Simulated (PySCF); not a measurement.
Geometry:
```csv
atom,x (Å),y (Å),z (Å)
C1,4.038,1.469,-0.691
C2,2.924,1.059,-0.510
C3,1.571,0.618,-0.446
N4,0.752,0.682,-1.412
C5,1.080,0.049,0.818
C6,1.879,-0.068,1.886
O7,-0.185,-0.341,0.847
Si8,-1.291,-0.275,-0.350
O9,-2.487,-0.927,0.542
C10,-3.770,-1.157,0.072
H11,5.024,1.815,-0.800
H12,1.099,1.076,-2.280
H13,2.904,0.250,1.852
H14,1.506,-0.485,2.803
H15,-1.011,-1.177,-1.464
H16,-1.683,1.082,-0.720
H17,-3.755,-1.810,-0.805
H18,-4.350,-1.633,0.864
H19,-4.254,-0.219,-0.215
```

One computed conformer, gas phase, equivalent nuclei averaged, no relativistic terms. Coordinates at the GFN2-xTB level; σ from GIAO-PBE0/pcSseg-1; PySCF.

Scale: TMS for 13C (σ = 186.93 ppm), 1H (σ = 31.72 ppm), 29Si (σ = 349.16 ppm); NH3 for 15N (σ = 267.73 ppm); H2O for 17O (σ = 336.08 ppm) (reference shieldings calculated alike).

| atoms | nucleus | count | δ (ppm) |
| --- | --- | --- | --- |
| C3 | 13C | 1 | 159.8 |
| C5 | 13C | 1 | ? |
| Si8 | 29Si | 1 | -51.2 |
| H15/H16 | 1H | 2 | 5.15 |
| H12 | 1H | 1 | 10.63 |
| O7 | 17O | 1 | 113.7 |
| H11 | 1H | 1 | 3.06 |
| H14 | 1H | 1 | 5.65 |
| C2 | 13C | 1 | ? |
| C1 | 13C | 1 | ? |
| H13 | 1H | 1 | 5.81 |
| C10 | 13C | 1 | 49.0 |
| N4 | 15N | 1 | ? |
| H17/H18/H19 | 1H | 3 | 3.74 |
| O9 | 17O | 1 | ? |
| C6 | 13C | 1 | 114.0 |

**Question.** Fill in the missing shifts.

**Answer.** 
- C5: 162.9 ppm, carbon bonded to 2 C, O
- C1: 94.7 ppm, carbon bonded to C, H
- C2: 81.8 ppm, carbon bonded to 2 C
- N4: 338.6 ppm, nitrogen bonded to C, H
- O9: 32.4 ppm, oxygen bonded to C, Si

OH/NH shifts are gas-phase values; hydrogen bonding in solution moves them, usually downfield. Shifts are as computed. Against solution values, carbons near 30 ppm lie about +3 ppm off and those near 130 ppm about +5 ppm. Of 1309 compounds with measured shifts, 239 miss one by over three times the rms of a fit or turn the order of signals round; such compounds aren't used in these exercises. Experimental scales use liquid or dissolved standards, which lie at an offset from isolated NH3 (liquid NH3: subtract about 20 ppm) and H2O (liquid H2O: subtract about 36 ppm). Unscaled 15N shifts of sp2 nitrogen come out 20 to 40 ppm too high even then.
